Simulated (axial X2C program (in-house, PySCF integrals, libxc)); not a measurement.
**Testing model relations on BBr⁻**

A bond curve at the CCSD(T) level, two-component, was computed with an in-house relativistic program for diatomic molecules (basis Br dyall-acv3z [9s10p7d5f1g], B dyall-av3z [8s7p3d2f] (cores contracted in-house)) for the state Ω = 1/2 (⟨Sz⟩ = -0.50, ⟨Lz⟩ = 1.00 at HF). Its fit gives Re = 2.1095 Å, ωe = 385.2 cm⁻¹, ωexe = 4.69 cm⁻¹ and αe = 6.496e-03 cm⁻¹; the masses are 78.9183 and 11.0093 u. Two-component means X2C with spin–orbit coupling and atomic mean-field Coulomb and Gaunt terms.

Correlated methods: 11 electrons correlated (number of frozen shells: Br 3 s, 2 p, 1 d; B 1 s), 253 virtual spin orbitals or spinors in MP2, 90 natural virtuals in coupled cluster.

**Question.** Find the reduced mass, Be and the force constant.

**Answer.** From the CCSD(T) values: μ = 9.6615 u. Be = 16.8576/(μ Re²) = 0.3921 cm⁻¹. k = 5.8918×10⁻⁷ μ ωe² = 0.845 mdyn/Å.

**Question.** Estimate the centrifugal constant by the Kratzer relation.

**Answer.** D = 4Be³/ωe² = 1.63e-06 cm⁻¹.

**Question.** Estimate De from a Morse curve and compare with the computed well depth of 1.228 eV to Br- + B.

**Answer.** De(Morse) = ωe²/(4ωexe) = 0.981 eV against 1.228 eV computed, a ratio of 0.80. The extrapolation falls short: long-range attraction (ionic or ion–induced dipole) or a change of character along the curve can cause this.

**Question.** A Morse curve ties αe to the other constants (Pekeris). How well does that hold?

**Answer.** αe(Morse) = 6Be²/ωe × (√(ωexe/Be) − 1) = 5.887e-03 cm⁻¹; the CCSD(T) curve gives 6.496e-03 cm⁻¹, a ratio of 0.91.

**Question.** Where do the fundamental and the first overtone lie?

**Answer.** ν(1←0) = ωe − 2ωexe = 375.8 cm⁻¹; ν(2←0) = 2ωe − 6ωexe = 742.3 cm⁻¹.

The state is one determinant whose occupation by symmetry is held fixed; it was picked as the lowest of a PBE0 search that is not exhaustive. Dissociation energies refer to the lowest single-determinant-based atoms at the same level and basis. CCSD and (T) use frozen natural virtuals with an MP2 correction for the truncation; (T) itself is uncorrected, so its De runs slightly low.
